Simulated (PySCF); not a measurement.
Ti: excitation energy

Ti [Ar] 3d2 4s2 (3F) → Ti [Ar] 3d2 4s1 5s1 (5F), as a difference of total energies. Computed with PySCF 2.14 in aug-cc-pVDZ, with no relativity, point nucleus. Correlated levels: valence: [Ar] frozen. The calculations carry no spin-orbit coupling.

| method | excitation energy (eV) |
| --- | --- |
| UHF | 3.341 |
| MP2 (valence) | 4.015 |
| SCS-MP2 (valence) | 4.213 |
| CCSD (valence) | 4.231 |
| CCSD(T) (valence) | 4.262 |

**Question.** How much does correlation contribute at CCSD(T) (valence)?

**Answer.** 4.262 − (3.341) = 0.921 eV, measured against UHF.

The promoted electron is Rydberg-like, and one or two diffuse shells describe it only roughly, which tends to raise the upper state.
